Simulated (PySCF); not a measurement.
## Lu(BH4)3(H2O): from a saddle point downhill

PySCF 2.14.0, RKS PBE0, Lu lcecp-1-SVP with ECP60, B def2-SVP, H def2-SVP, O def2-SVP; non-relativistic Hamiltonian with scalar-relativistic core potentials where named; density fitting; no spin-orbit coupling. Relaxed within the symmetry of its start, the geometry (Cs) is

```xyz
19

Lu    0.0730   -0.0730    0.0500
B     1.2120    1.7259    1.1706
H     1.8260    2.5917    1.7417
H     1.6068    0.5747    1.4902
H     1.3400    1.7796   -0.0765
H    -0.0111    1.7485    1.4127
B    -1.7259   -1.2120    1.1706
H    -2.5917   -1.8260    1.7417
H    -1.7485    0.0111    1.4127
H    -1.7796   -1.3400   -0.0765
H    -0.5747   -1.6068    1.4902
B     1.3363   -1.3363   -1.5421
H     1.9640   -1.9640   -2.3574
H     0.6465   -2.0612   -0.7934
H     0.5302   -0.5302   -2.0705
H     2.0612   -0.6465   -0.7934
O    -1.3502    1.3502   -1.1372
H    -1.1960    2.2986   -1.2362
H    -2.2986    1.1960   -1.2362
```

and its lowest harmonic modes are -123, 54, 113, 115, 121, 142 cm⁻¹ (negative: unstable). It was moved along the lowest mode and relaxed again.

(1) Where does it end, and how much lower?

(2) How do the contacts change?

No frequency check is given for the end.

An lcecp potential fixes the number of 4f electrons, so in runs with it no electron can move into or out of that shell.

State: singlet in the valence, with the 4f electrons in the core potential.

## Answers

(1) In C1, 0.035 eV lower, after 39 steps:
```xyz
19

Lu    0.0354   -0.0603    0.0936
B     1.2195    1.6552    1.2929
H     1.8436    2.4850    1.9052
H     1.6330    0.4865    1.5108
H     1.3026    1.8041    0.0519
H     0.0042    1.6471    1.5775
B    -1.7563   -1.2237    1.1892
H    -2.6280   -1.8368    1.7522
H    -1.7797    0.0006    1.4339
H    -1.8046   -1.3423   -0.0572
H    -0.6059   -1.6168    1.5160
B     1.2435   -1.2841   -1.5754
H     1.8600   -1.9247   -2.3892
H     1.4062   -1.7144   -0.4040
H     0.0065   -1.3051   -1.7707
H     1.5764   -0.0794   -1.5448
O    -1.2231    1.3953   -1.2118
H    -1.0351    2.3367   -1.3159
H    -2.0365    1.1997   -1.6933
```

(2) 
```
      contact  saddle (Å)  end (Å)
 Lu1–H4 (BH4)       2.201    2.204
Lu1–H11 (BH4)       2.201    2.204
Lu1–H15 (BH4)       2.217    2.242
Lu1–O17 (H2O)       2.337    2.325
Lu1–H14 (BH4)       2.234    2.205
```
